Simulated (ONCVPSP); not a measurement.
Potentials for Fe compared

Generated with ld1.x 7.5 (TM, RRKJ, ultrasoft, PAW), atompaw 4.2 or ONCVPSP 4.0.1. The cutoff is in Ry: for ld1.x and atompaw files where the sum of valence levels is converged to 10 mRy in a Bessel basis, for ONCV files where the hardest occupied wave has 1 mHa per electron of residual kinetic energy. The error is the largest all-electron minus pseudo excitation energy over each file’s own four to seven test configurations (ionisations up to +4, promotions, holes and added fractions of an electron), all of which were solved. The labels leave out finer settings (local radius, basis sizes, second energies), which also bear on the numbers. Spin-polarised tests are not counted. The rows are a selection from randomly drawn settings: files with unsolved tests, undetermined cutoffs or missed reference levels are left out.

A true bound ghost makes a file unfit for plane-wave use even where its test errors are small: the radial tests pick states by their node count and pass the ghost by.

| potential | cutoff (Ry) | largest error (meV) | bound ghosts |
| --- | --- | --- | --- |
| ONCV, LDA (Perdew-Wang 92), fully relativistic, rc 1.25/1.20/1.15/0.95 (spdf), local smoothed, core correction yes, reference 3s2 3p6 3d6 4s1, qcut 7.6/13.6/10.9/11.2, projectors 2/2/2/2 | 107 | +13 | none |
| ONCV, LDA (Perdew-Wang 92), scalar-relativistic, rc 1.25/0.85/1.35 (spd), local smoothed, core correction no, reference 3s2 3p6 3d6 4s2, qcut 7.8/10.9/13.8, projectors 3/3/2 | 124 | -22 | none |
| ONCV, PBE, fully relativistic, rc 1.30/0.90/1.75 (spd), local smoothed, core correction yes, reference 3s2 3p6 3d6 4s1, qcut 7/9.1/9.5, projectors 2/2/2 | 75 | +74 | none |
| ONCV, PBEsol, scalar-relativistic, rc 1.15/1.20/1.20 (spd), local smoothed, core correction yes, reference 3s2 3p6 3d6 4s2, qcut 8.3/12.6/10.7, projectors 2/1/1 | 170 | -59 | none |
| ONCV, PBEsol, scalar-relativistic, rc 1.45/1.35/1.35 (spd), local smoothed, core correction yes, reference 3s2 3p6 3d6 4s2, qcut 7.6/8.6/12.5, projectors 2/1/2 | 113 | -90 | none |
| ONCV, LDA (Perdew-Zunger), scalar-relativistic, rc 0.85/0.80/1.40 (spd), local smoothed, core correction yes, reference 3s2 3p6 3d6, qcut 10/11.7/10.3, projectors 2/2/1 | 118 | +18 | none |

**Question.** Fill in the row for Fe: ONCV, Wu-Cohen, scalar-relativistic, rc 2.45/2.05/1.45/1.90 (spdf), local smoothed, core correction yes, reference 3d6 4s2, qcut 3/4.6/10.8/5.7, projectors 1/3/2/2.

**Answer.** cutoff 91 Ry, largest error -60 meV, bound ghosts: p.

**Question.** Fill in the row for Fe: ONCV, LDA (Perdew-Wang 92), scalar-relativistic, rc 0.75/1.35/0.95/1.25 (spdf), local smoothed, core correction yes, reference 3s2 3p6 3d5, qcut 10.2/8.6/17.5/8.9, projectors 2/1/1/1.

**Answer.** cutoff 215 Ry, largest error +9.4 meV, bound ghosts: none.

**Question.** Fill in the row for Fe: ONCV, PW91, fully relativistic, rc 1.25/1.10/1.35 (spd), local smoothed, core correction no, reference 3s2 3p6 3d6 4s2, qcut 10.8/10/10, projectors 2/2/2.

**Answer.** cutoff 85 Ry, largest error -74 meV, bound ghosts: none.
